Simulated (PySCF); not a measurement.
B(Cl)(OMe)(SH) (CH₄BClOS), SMILES B(Cl)(S)OC. Atoms are numbered in the order given.

```xyz
9

B     -0.1344    -0.1422     0.0000
Cl    -0.5279    -1.8747     0.0000
O     -1.1694     0.7291     0.0000
C     -0.9798     2.1381     0.0000
H     -0.4208     2.4687     0.9021
H     -1.9770     2.6179     0.0000
H     -0.4208     2.4687    -0.9021
S      1.5969     0.4474     0.0000
H      2.1484    -0.7950     0.0000
```
Charge 0, spin multiplicity 1.

Geometry optimised at PBE-D3(BJ)/def2-SVP. Other conformers were not sampled.

The numbers are results of PBE-D3(BJ)/def2-SVP (PySCF), not measurements.

Frequencies are harmonic and unscaled.

```csv
mode,ν (cm⁻¹),IR (km/mol),moving atoms (share of kinetic energy)
1,70,0.0,H 98 %
2,151,6.4,"O 45 %, H 23 %, C 19 %"
3,183,3.4,"C 38 %, S 32 %, H 21 %"
4,247,1.1,"Cl 34 %, S 31 %, O 14 %, B 9 %"
5,344,18.6,H 90 %
6,378,5.1,"Cl 34 %, O 31 %, C 20 %, H 11 %"
7,498,4.8,"B 81 %, O 13 %"
8,513,6.8,"S 37 %, O 30 %, Cl 18 %"
9,752,18.6,H 83 %
10,988,310.1,B 74 %
11,1024,2.0,"C 38 %, O 28 %, B 22 %, H 10 %"
12,1129,0.1,"H 76 %, C 19 %"
13,1151,9.3,"H 72 %, C 20 %"
14,1332,393.8,"B 36 %, O 27 %, H 25 %, C 12 %"
15,1416,15.0,H 96 %
16,1421,10.0,H 97 %
17,1449,106.3,"H 64 %, B 16 %, O 16 %"
18,2645,0.4,H 97 %
19,2949,35.4,H 97 %
20,3031,18.6,"H 90 %, C 10 %"
21,3079,14.9,"H 90 %, C 10 %"
```
